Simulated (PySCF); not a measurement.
Work out the structure from these simulated measurements.

Formula: C6H12Si3.

- Rotational structure: rotational constants A, B, C: 1.261, 0.663, 0.612 GHz [GFN2-xTB]
- Dipole: 1.39 D [PBE0/pcSseg-1]
- NMR, other nuclei: isotropic shieldings of nuclei other than C and H, by class: 386 (1 Si), 413 (2 Si) ppm [GIAO PBE0/pcSseg-1]
- 1H NMR: chemical shifts (computed TMS as zero) by class: 6.02 (1 H), 4.83 (2 H), 4.11 (6 H), 2.31 (3 H) ppm [GIAO PBE0/pcSseg-1]
- 13C NMR: chemical shifts (computed TMS as zero) by class: 159.4 (1 C), 137.3 (1 C), 105.3 (1 C), 82.9 (1 C), 15.0 (1 C), 6.1 (1 C) ppm [GIAO PBE0/pcSseg-1]

Gas-phase values; electronic properties from PySCF, density fitting. Levels stand in brackets. Isolated species at its GFN2-xTB geometry, gas phase. GFN2-xTB frequencies show an imaginary mode (21i cm⁻¹), so this geometry is no minimum at that level. NMR values are class means; diastereotopic atoms form classes of their own.

Question: What is the compound? Reason from the data.

Answer: Numbering: `[CH3:1][C:2]#[C:3][C:4]1=[CH:5][SiH2:6][C:7]1([SiH3:8])[SiH3:9]`. Its formula, C6H12Si3, gives 4 degrees of unsaturation: 1 ring and 3 π bonds in the structure found. 6 carbons fall into 6 classes; from least to most shielded: fully substituted alkene carbon [C4] (159.4 ppm), alkene CH carbon [C5] (137.3 ppm), alkyne carbon [C2] (105.3 ppm), alkyne carbon [C3] (82.9 ppm), ring sp3 carbon bound to silicon [C7] (15.0 ppm), propargylic carbon [C1] (6.1 ppm). Hydrogen classes from least to most shielded: 1 H on an alkene CH carbon, C5 (6.02 ppm), 2 H on an SiH2 silicon, Si6 (4.83 ppm), 6 H on 2 SiH3 silicons, Si8/Si9 (4.11 ppm), 3 H on a propargylic carbon, C1 (2.31 ppm). The other shieldings belong to: 386 ppm, SiH2 silicon [Si6]; 413 ppm, SiH3 silicon [Si8/Si9]. By its constants the optimised geometry is an asymmetric top. Structure: `CC#CC1=C[SiH2]C1([SiH3])[SiH3]`. The assignments are read from this structure; whether some other isomer fits the data as well wasn't checked.
